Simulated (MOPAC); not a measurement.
A run for MOPAC: PM6 on SnH, 2S+1 = 2, a spin state set in the input, which need not be the lowest, a point of a bond scan (R = 1.831 Å).

```
PM6 1SCF PRECISE CHARGE=0 UHF MS=0.5 THREADS=1
HSn

H      0.00000000 1     0.00000000 1     0.00000000 1
Sn     0.00000000 1     0.00000000 1     1.83118300 1
```

Output:

```
*******************************************************************************
 **                                                                           **
 **                              MOPAC v23.2.5                                **
 **                                                                           **
 *******************************************************************************
 ** MOPAC's Digital Object Identifier: https://doi.org/10.5281/zenodo.6511958 **
 **                                                                           **
 ** Please cite the open-source release paper for use of this MOPAC version:  **
 ** J. E. Moussa and J. J. P. Stewart (2026)                                  **
 ** MOPAC: An open-source semiempirical molecular orbital program             **
 ** J. Open Source Softw., 11(119), 8025, https://doi.org/10.21105/joss.08025 **
 *******************************************************************************

                              PM6 CALCULATION RESULTS

 *******************************************************************************
 *  PM6        - The PM6 Hamiltonian to be used
 *  UHF        - UNRESTRICTED HARTREE-FOCK CALCULATION
 *
 *
 *
 *                 CHARGE ON SYSTEM = 0
 *
 *
 *
 *  MS=        - IN MECI, MAGNETIC COMPONENT OF SPIN =  0.5
 *  PRECISE    - TIGHTER CRITERIA TO BE USED
 *  1SCF       - DO 1 SCF AND THEN STOP
 *  THREADS=1  - MULTI-THREADING NOT USED
 *  T=         - A TIME OF 172800.0 SECONDS REQUESTED
 *  DUMP=N     - RESTART FILE WRITTEN EVERY 7200.0 SECONDS REQUESTED
 *******************************************************************************
PM6 1SCF PRECISE CHARGE=0 UHF MS=0.5 THREADS=1
 HSn

   ATOM   CHEMICAL          X               Y               Z
  NUMBER   SYMBOL      (ANGSTROMS)     (ANGSTROMS)     (ANGSTROMS)

     1       H          0.00000000  *   0.00000000  *   0.00000000  *
     2      Sn          0.00000000  *   0.00000000  *   1.83118300  *



          CARTESIAN COORDINATES

    NO.       ATOM           X           Y           Z

     1         H          0.0000      0.0000      0.0000
     2        Sn          0.0000      0.0000      1.8312

 General Reference for PM6:
 "Optimization of Parameters for Semiempirical Methods V: Modification of NDDO Approximations
 and Application to 70 Elements", J. J. P. Stewart, J. Mol. Mod., 13, 1173-1213 (2007)
 URL: https://link.springer.com/article/10.1007/s00894-007-0233-4

           Empirical Formula: H Sn  =     2 atoms



      MOLECULAR POINT GROUP   :   C*v


          UHF CALCULATION, NO. OF ALPHA ELECTRONS =    3
                           NO. OF BETA  ELECTRONS =    2

 -------------------------------------------------------------------------------
 PM6 1SCF PRECISE CHARGE=0 UHF MS=0.5 THREADS=1
 HSn



     1SCF WAS SPECIFIED, SO BFGS WAS NOT USED
     SCF FIELD WAS ACHIEVED


                              PM6 CALCULATION
                                                       MOPAC v23.2.5 Linux




          FINAL HEAT OF FORMATION =         70.64231 KCAL/MOL =     295.56744 KJ/MOL


          COSMO AREA              =         82.36 SQUARE ANGSTROMS
          COSMO VOLUME            =         70.25 CUBIC ANGSTROMS

          IONIZATION POTENTIAL    =          6.916524 EV
          ALPHA SOMO LUMO (EV)    =         -6.917 -1.426
          BETA  SOMO LUMO (EV)    =         -8.846 -1.040
          NO. OF ALPHA ELECTRONS  =          3
          NO. OF BETA  ELECTRONS  =          2
          MOLECULAR WEIGHT        =        119.6979         POINT GROUP:  C*v

          MOLECULAR DIMENSIONS (Angstroms)

            Atom       Atom       Distance
           Sn     2    H     1     1.83118
           Sn     2    H     1     0.00000
            H     1   Sn     2     0.00000


          SCF CALCULATIONS        =          1





   ATOM   CHEMICAL          X               Y               Z
  NUMBER   SYMBOL      (ANGSTROMS)     (ANGSTROMS)     (ANGSTROMS)

     1       H          0.00000000  *   0.00000000  *   0.00000000  *
     2      Sn          0.00000000  *   0.00000000  *   1.83118300  *

                             CARTESIAN COORDINATES

   1    H        0.000000000     0.000000000     0.000000000
   2   Sn        0.000000000     0.000000000     1.831183000


           Empirical Formula: H Sn  =     2 atoms



      MOLECULAR POINT GROUP   :   C*v


          ALPHA EIGENVALUES
 -14.32240  -9.05957  -6.91652  -1.42622   2.83760


           BETA EIGENVALUES
 -14.03824  -8.84552  -1.03980  -0.31008   2.79677


              NET ATOMIC CHARGES AND DIPOLE CONTRIBUTIONS

  ATOM NO.   TYPE          CHARGE      No. of ELECS.   s-Pop       p-Pop
    1          H          -0.041629        1.0416     1.04163
    2         Sn           0.041629        3.9584     1.91718     2.04119
 DIPOLE           X         Y         Z       TOTAL
 POINT-CHG.     0.000     0.000     0.366     0.366
 HYBRID         0.000     0.000    -1.987     1.987
 SUM            0.000     0.000    -1.621     1.621


          ATOMIC ORBITAL ELECTRON POPULATIONS

     Atom    s        px        py        pz
    1  H   1.04163
    2 Sn   1.91718   1.00000   0.00000   1.04119


                    (SZ)    =    0.500000
                    (S**2)  =    0.753776


          ATOMIC ORBITAL SPIN POPULATIONS

    Atom   Total    s     px     py     pz
         Atomic
    1  H -0.0596 -0.060
    2 Sn  1.0596 -0.001  1.000  0.000  0.061

 **********************
 *                    *
 * JOB ENDED NORMALLY *
 *                    *
 **********************




 == MOPAC DONE ==
```

The run finished.

Cost: very roughly 0.03 core-seconds.
